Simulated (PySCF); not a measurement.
Gas-phase equilibrium of 1 mol H2S, 0.19 mol SO2 at 600 K and 1.01 bar, among 21 species (S2O, SO2, O2, O, S2, S6, HO2, H2S2, H2O, H, H2O2, H2S, O3, SO, SH, H2, S8, S, SO3, H2SO4, OH). Only gases are allowed; each row takes one source of thermochemistry for all species, and Cantera finds the minimum.

Energies from PySCF (xtb for GFN2), thermal terms from the rigid-rotor harmonic-oscillator model, ideal gas at 1 bar. S°(298 K) at PBE0/def2-TZVP differs from the NASA 1993 table for S8 (-8 J/mol/K); whether the harmonic model or the table's entry is off was not settled. † marks an energy on the PBE0/def2-TZVP geometry and frequencies; other levels use their own. CCSD(T) freezes the core. Open shells (unrestricted) among the columns below: S2 (multiplicity 3); the rest are closed-shell singlets. GFN2 has no spin-polarisation term. B3LYP is the form with VWN-RPA correlation. CCSD(T) isn't extrapolated to the basis-set limit. The harmonic model lacks anharmonicity and excited electronic states, which grow with temperature; levels with a mode under 35 cm⁻¹ are left out. Soft modes under 120 cm⁻¹ make the harmonic entropy rough for S8. Warning, large T1 diagnostic: SO2 (CCSD(T)/def2-SVP†).

Molecules larger than those listed are left out.

With B3LYP/def2-TZVP† thermochemistry: H2S 0.52, H2O 0.29, S2 0.17, S8 0.0096, S6 0.0017, SO2 0.010, H2 6.1e-5.

How far does the composition move with the other sources (CCSD(T)/def2-SVP†, GFN2-xTB, PBE/def2-SVP, PBE/def2-TZVP†, ωB97M-V/def2-TZVP†)?


```tsv
thermochemistry	x H2S	x H2O	x S2	x S8	x S6	x SO2	x H2
B3LYP/def2-TZVP†	0.52	0.29	0.17	0.0096	0.0017	0.010	6.1e-5
CCSD(T)/def2-SVP†	0.48	0.30	0.22	1.8e-10	4.1e-8	2.1e-7	1.3e-6
GFN2-xTB	0.57	0.35	4.7e-7	0.057	0.013	3.8e-6	0.0060
PBE/def2-SVP	0.57	0.35	0.015	0.060	0.0022	1.0e-5	5.9e-5
PBE/def2-TZVP†	0.58	0.35	0.0011	0.065	0.0021	0.00027	0.0011
ωB97M-V/def2-TZVP†	0.57	0.35	0.00050	0.034	0.042	0.0012	6.5e-5
```
The most sensitive of these is S8: it spans a factor of 10^8.6 over these rows; at this temperature one factor of ten is RT ln 10 = 11 kJ/mol.
